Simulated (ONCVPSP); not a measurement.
## PBEsol ONCV dataset for Hf, scalar-relativistic all-electron reference.

Hf (Z = 72), optimised norm-conserving Vanderbilt (ONCV), made with ONCVPSP 4.0.1 (PBEsol, scalar-relativistic). Core [Kr] 4d10 4f14, reference 5s2 5p6 5d2 (charge +2). Waves: 5s: rc 1.55 bohr, ncon 5, nbas 8, qcut 6.5 1/bohr, 3 projectors, debl 2.7 Ha; 5p: rc 1.85 bohr, ncon 4, nbas 8, qcut 6.5 1/bohr, 2 projectors, debl 0.6 Ha; 5d: rc 1.55 bohr, ncon 4, nbas 9, qcut 7.3 1/bohr, local. Local part: the d channel. Core correction: none.

In the s channel the program set the typed energies aside and used -3.018, 0.250, 2.950 Ha. In the p channel the program set the typed energies aside and used -1.861, 0.250 Ha.

Q: Does the generator finish with these settings?

A: Yes, a potential is produced and its reference levels are reproduced.

Q: Estimate the cutoffs (Ha) at which the residual kinetic energy of the hardest occupied pseudo-wave falls to 1 and 0.1 mHa per electron.

A: 32 Ha and 66 Ha.

Q: What does a ghost test show?

A: No bound ghost flagged; GHOST(+) flagged for s at 581.6 eV.

Q: Which valence shell sets the plane-wave cutoff?

A: 5s: 32 Ha for 1 mHa per electron, against 12 Ha for 5d.

Q: Tests: 5s2 5p6 5d2 6s2; 5s2 5p6 5d2 6s1; 5s2 5p6 5d1; 5s2 5p6 5d2 6s1 6p1. Which has the largest error in its energy relative to the reference configuration, and how large is it?

A: 5s2 5p6 5d2 6s2, with +45 meV (all-electron minus pseudo) on -22.17 eV.
